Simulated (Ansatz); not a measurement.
Species: Cl4Ge, SMILES `[Cl][Ge]([Cl])([Cl])[Cl]` (charge 0, multiplicity 1).

Problem. Give a relaxed geometry from Ansatz (an electronic-structure program) with CAM-B3LYP-D3(BJ)/def2-TZVP.

Solution. the end point of this relaxation (outside a Z-matrix the atoms follow the SMILES, hydrogens last).
Z-matrix (Å, degrees):
```
Ge
Cl 1 2.1165
Cl 1 2.1165 2 109.46
Cl 1 2.1166 2 109.47 3 -119.99
Cl 1 2.1166 2 109.47 3 119.99
```
